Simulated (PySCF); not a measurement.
propylene glycol (C$_{3}$H$_{8}$O$_{2}$), singlet, geometry from GFN2-xTB. Base run: PBE0/6-31G (PySCF).

Geometry (Å):
```xyz
13

C      1.8332     0.1364     0.3509
C      0.4269     0.3065    -0.2121
O     -0.2812     1.3497     0.4316
C     -0.3881    -0.9922    -0.1085
O     -1.6764    -0.8221    -0.6378
H      2.3667     1.0828     0.3076
H      1.7885    -0.1935     1.3882
H      2.3813    -0.6032    -0.2252
H      0.4721     0.6136    -1.2623
H     -0.2559     1.1939     1.3837
H      0.0900    -1.7947    -0.6734
H     -0.4495    -1.2955     0.9509
H     -1.9639     0.0714    -0.4015
```
All else is at PySCF's defaults.
Base energy -269.17162 Eh.

The base run was repeated with changes; each row names its change, and settings that it needs were set with it.

| change | ΔE vs base (µEh) | SCF cycles |
|---|---|---|
| base | 0.0 | 10 |
| init_guess = sap | 0.0 | 12 |
| init_guess = 1e | 0.0 | 14 |
| level_shift = 0.5 (with mf.max_cycle = 100) | 0.0 | 14 |
| conv_tol = 1e-4 | 1.1 | 6 |
| damp = 0.5; diis_start_cycle = 5 | 0.0 | 10 |
| init_guess = vsap | 0.0 | 10 |
| DIIS = ADIIS | 0.0 | 13 |
| level_shift = 0.1 (with mf.max_cycle = 100) | 0.0 | 10 |
| conv_tol = 1e-6 | 0.0 | 7 |
| conv_tol_grad = 1e-3 | 0.0 | 10 |
| level_shift = 1.0 (with mf.max_cycle = 100) | 0.0 | 23 |
| diis = off; damp = 0.3 (with mf.diis_start_cycle = 200; with mf.max_cycle = 150) | 0.0 | 34 |
